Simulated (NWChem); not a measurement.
The numbers come from NWChem runs, not from measurements. System: FNa, charge 0, spin multiplicity 1, at a geometry optimised with PBE0/def2-SVP. The structure started from a generated list of species. Level: MP2/def2-TZVP, 2 core orbitals frozen.

The NWChem input:

```
start mol
memory heap 200 mb stack 900 mb global 1100 mb
geometry units angstroms nocenter noautoz
  Na     0.000000     0.000000    -0.849713
  F      0.000000     0.000000     1.038538
  symmetry group C2v
end
basis spherical
  * library def2-tzvp
end
scf
  rhf
  nopen 0
  maxiter 100
  thresh 1e-7
  semidirect memsize 60000000 filesize 0
end
mp2
  freeze core 2
end
task mp2 energy
```

Part of the output:

```
             Northwest Computational Chemistry Package (NWChem) 7.3.0
             --------------------------------------------------------

                                NWChem Input Module
                                -------------------

 Scaling coordinates for geometry "geometry" by  1.889725989
 (inverse scale =  0.529177249)

 Turning off AUTOSYM since
 SYMMETRY directive was detected!

                             Geometry "geometry" -> ""
                             -------------------------

 Output coordinates in angstroms (scale by  1.889725989 to convert to a.u.)

  No.       Tag          Charge          X              Y              Z
 ---- ---------------- ---------- -------------- -------------- --------------
    1 Na                  11.0000     0.00000000     0.00000000    -0.84971300
    2 F                    9.0000     0.00000000     0.00000000     1.03853800

 Effective nuclear repulsion energy (a.u.)      27.7444829374

            Nuclear Dipole moment (a.u.)
            ----------------------------
        X                 Y               Z
 ---------------- ---------------- ----------------
     0.0000000000     0.0000000000    -0.0000018897

      Symmetry information
      --------------------

 Group name             C2v
 Group number             16
 Group order               4
 No. of unique centers     2

      Symmetry unique atoms

     1    2


 Summary of "ao basis" -> "" (spherical)
 ------------------------------------------------------------------------------
       Tag                 Description            Shells   Functions and Types
 ---------------- ------------------------------  ------  ---------------------
 *                         def2-tzvp                  on all atoms

 Summary of "ao basis" -> "ao basis" (spherical)
 ------------------------------------------------------------------------------
       Tag                 Description            Shells   Functions and Types
 ---------------- ------------------------------  ------  ---------------------
 Na                        def2-tzvp                12       32   5s4p3d
 F                         def2-tzvp                11       31   5s3p2d1f

                                 NWChem SCF Module
                                 -----------------

  ao basis        = "ao basis"
  functions       =    63
  atoms           =     2
  closed shells   =    10
  open shells     =     0
  charge          =   0.00
  wavefunction    = RHF
  use symmetry    = T
  symmetry adapt  = T

 Summary of "ao basis" -> "ao basis" (spherical)
 ------------------------------------------------------------------------------
       Tag                 Description            Shells   Functions and Types
 ---------------- ------------------------------  ------  ---------------------
 Na                        def2-tzvp                12       32   5s4p3d
 F                         def2-tzvp                11       31   5s3p2d1f

      Symmetry analysis of basis
      --------------------------

        a1         29
        a2          6
        b1         14
        b2         14

 Forming initial guess at       0.1s

      Superposition of Atomic Density Guess
      -------------------------------------

 Sum of atomic energies:        -261.26989206

      Non-variational initial energy
      ------------------------------

 Total energy =    -260.968677
 1-e energy   =    -422.202690
 2-e energy   =     133.489531
 HOMO         =      -0.640249
 LUMO         =      -0.057868
[...]
   Bfn.  Coefficient  Atom+Function         Bfn.  Coefficient  Atom+Function
  ----- ------------  ---------------      ----- ------------  ---------------
    39      0.470505  2 F  py                42      0.405296  2 F  py
    45      0.312783  2 F  py

 Vector   10  Occ=2.000000D+00  E=-4.285968D-01  Symmetry=b1
              MO Center=  3.6D-17,  8.7D-31,  1.0D+00, r^2= 5.8D-01
   Bfn.  Coefficient  Atom+Function         Bfn.  Coefficient  Atom+Function
  ----- ------------  ---------------      ----- ------------  ---------------
    38      0.470505  2 F  px                41      0.405296  2 F  px
    44      0.312783  2 F  px

 Vector   11  Occ=0.000000D+00  E=-1.003398D-02  Symmetry=a1
              MO Center=  4.2D-15, -1.2D-14, -2.4D+00, r^2= 8.8D+00
   Bfn.  Coefficient  Atom+Function         Bfn.  Coefficient  Atom+Function
  ----- ------------  ---------------      ----- ------------  ---------------
     5      0.897227  1 Na s                 14     -0.456152  1 Na pz

 Vector   12  Occ=0.000000D+00  E= 5.264937D-02  Symmetry=b2
              MO Center=  3.8D-30,  1.1D-14, -1.1D+00, r^2= 1.2D+01
   Bfn.  Coefficient  Atom+Function         Bfn.  Coefficient  Atom+Function
  ----- ------------  ---------------      ----- ------------  ---------------
    13      1.064013  1 Na py

 Vector   13  Occ=0.000000D+00  E= 5.264937D-02  Symmetry=b1
              MO Center= -7.6D-15, -2.7D-30, -1.1D+00, r^2= 1.2D+01
   Bfn.  Coefficient  Atom+Function         Bfn.  Coefficient  Atom+Function
  ----- ------------  ---------------      ----- ------------  ---------------
    12      1.064013  1 Na px

 center of mass
 --------------
 x =   0.00000000 y =   0.00000000 z =   0.00881348

 moments of inertia (a.u.)
 ------------------
         132.446986505747           0.000000000000           0.000000000000
           0.000000000000         132.446986505747           0.000000000000
           0.000000000000           0.000000000000           0.000000000000

  Mulliken analysis of the total density
  --------------------------------------

    Atom       Charge   Shell Charges
 -----------   ------   -------------------------------------------------------
    1 Na  11    10.16   2.00  0.67  1.33  0.03 -0.01  5.08  0.91  0.01  0.06  0.00  0.02  0.05
    2 F    9     9.84   0.77  1.20  0.59  0.97  0.45  2.24  2.24  1.37  0.00  0.00  0.00

       Multipole analysis of the density wrt the origin
       ------------------------------------------------

     L   x y z        total         open         nuclear
     -   - - -        -----         ----         -------
     0   0 0 0     -0.000000      0.000000     20.000000

     1   1 0 0     -0.000000      0.000000      0.000000
     1   0 1 0      0.000000      0.000000      0.000000
     1   0 0 1     -3.217901      0.000000     -0.000002

     2   2 0 0     -7.163142      0.000000      0.000000
     2   1 1 0     -0.000000      0.000000      0.000000
     2   1 0 1     -0.000000      0.000000      0.000000
     2   0 2 0     -7.163142      0.000000      0.000000
     2   0 1 1      0.000000      0.000000      0.000000
     2   0 0 2     -7.596135      0.000000     63.026373

                   NWChem MP2 Semi-direct Energy/Gradient Module
                   ---------------------------------------------

  Basis functions       =     63
  Molecular orbitals    =     63
  Frozen core           =      2
  Frozen virtuals       =      0
  Active alpha occupied =      8
  Active beta occupied  =      8
  Active alpha virtual  =     53
  Active beta virtual   =     53
  Use MO symmetry       = T
  Use skeleton AO sym   = T

  AO/Fock/Back tols     =   1.0D-09  1.0D-09  1.0D-09

 GA uses MA = F    GA memory limited = T

 Available:
  local mem=  1.26D+08
 global mem=  1.44D+08
 local disk=  0.00D+00
  mp2_memr nvloc                    53
  nvloc new                    53
   1 passes of   8:        4194304                      29288                   2892944.
   1 passes of   8: M    126151763           G      144171262           F     121957459.

 Semi-direct pass number   1 of   1  for RHF alpha+beta  at        0.8s
  vrange nnbf                  2002
  mp2_eaftype                    11  avail_ma_in_mb                  1099
 EAF : mp2_eaftype filesize          11    1446472.
  mp2_eaf for mointskh                     11
Node 0 wrote      6.8 Mb in      0.0 s     Agg I/O rate:  1520.9 Mb/s
 Done moints_semi at        1.9s
  mp2_eaftype                    11  avail_ma_in_mb                  1088
 EAF : mp2_eaftype filesize          11    1446472.
  mp2_eaf for kh                    11
 Done maket at        1.9s
 Done multipass loop at        1.9s

          -------------------------------------------
          SCF energy                -261.368760935127
          Correlation energy          -0.437605898026
          Singlet pairs               -0.260487209681
          Triplet pairs               -0.177118688345
          Total MP2 energy          -261.806366833154
          -------------------------------------------

          ---------------------------------------------------
                    Spin Component Scaled (SCS) MP2
          Same spin pairs                     -0.118079125564
          Same spin scaling factor             0.333333333333
          Opposite spin pairs                 -0.319526772463
          Opposite spin scaling fact.          1.200000000000
          SCS-MP2 correlation energy          -0.422791835477
          Total SCS-MP2 energy              -261.791552770604
          ---------------------------------------------------

 -----------------------
 Performance information
 -----------------------

 Timer overhead =  2.15D-07 seconds/call

               Nr. of calls         CPU time (s)                 Wall time (s)                GFlops
             ---------------    -------------------     ------------------------------   -------------------
Name         Min   Avg   Max    Min     Avg     Max     Min     Avg     Max   Mx/calls   Min     Max     Sum
mp2: moin     1     1     1    1.1     1.1     1.1      1.1     1.1     1.1     1.1      0.0     0.0     0.0
mp2: make     1     1     1   7.10E-2 7.10E-2 7.10E-2  7.10E-2 7.10E-2 7.10E-2 7.10E-2   0.0     0.0     0.0
mp2: tota     1     1     1    1.2     1.2     1.2      1.2     1.2     1.2     1.2      0.0     0.0     0.0

 The average no. of pstat calls per process was 3.00D+00
 with a timing overhead of 6.45D-07s

 Task  times  cpu:        1.9s     wall:        1.9s

 Total times  cpu:        1.9s     wall:        1.9s
```
